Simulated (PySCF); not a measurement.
Delta-SCF ions had no search for a lower state. Excitations are Tamm–Dancoff values on a coarser integration grid. The basis has no diffuse functions, so Rydberg states are missing or too high.

Species: CHO₂, SMILES `O=C=[OH+]` (charge 1, multiplicity 1).

### Question
Estimate the adiabatic ionisation energy (no zero-point term), HOMO–LUMO gap, S1 excitation (TDA), hole reorganisation energy (four-point) and vertical ionisation energy (Delta-SCF) that TPSSh-D3(BJ)/def2-TZVP // PBE0-D3(BJ)/def2-TZVP in PySCF 2.14.0 returns for this input.

### Answer

adiabatic ionisation energy (no zero-point term): 22.38 eV
HOMO–LUMO gap: 9.59 eV
S1 excitation (TDA): 8.56 eV
hole reorganisation energy (four-point): 1.185 eV
vertical ionisation energy (Delta-SCF): 22.59 eV
